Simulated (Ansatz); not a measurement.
F₄Sn, SMILES `[F][Sn]([F])([F])[F]`, relaxed with RKS PBE0-D4/def2-TZVP in Ansatz 0.2.0 from a PBE-D4/def2-SVP geometry. The force threshold is 0.005 eV/Å; the program also tests the step.

Total charge 0; spin multiplicity 1. Sn: def2 effective core potential.

Start:

```xyz
5

F    -1.577   -0.778    0.791
Sn    0.000    0.000   -0.001
F    -0.329    0.359   -1.866
F     1.477   -1.227    0.170
F     0.429    1.646    0.906
```

By how much does the energy fall, and how many steps does the optimiser take? (An estimate is asked.)

The calculation gave: 14.08 kJ/mol, in 2 steps.

Which bonds change most? (Estimate.)

Ansatz gave: Sn2–F4 from 1.928 to 1.876 Å; Sn2–F5 from 1.928 to 1.876 Å; F1–Sn2 from 1.928 to 1.876 Å; Sn2–F3 from 1.928 to 1.876 Å.

Give the relaxed structure. (Estimate.)

Ansatz gave: 
```xyz
5

F    -1.534   -0.757    0.770
Sn    0.000    0.000    0.000
F    -0.319    0.349   -1.816
F     1.437   -1.195    0.164
F     0.416    1.603    0.882
```
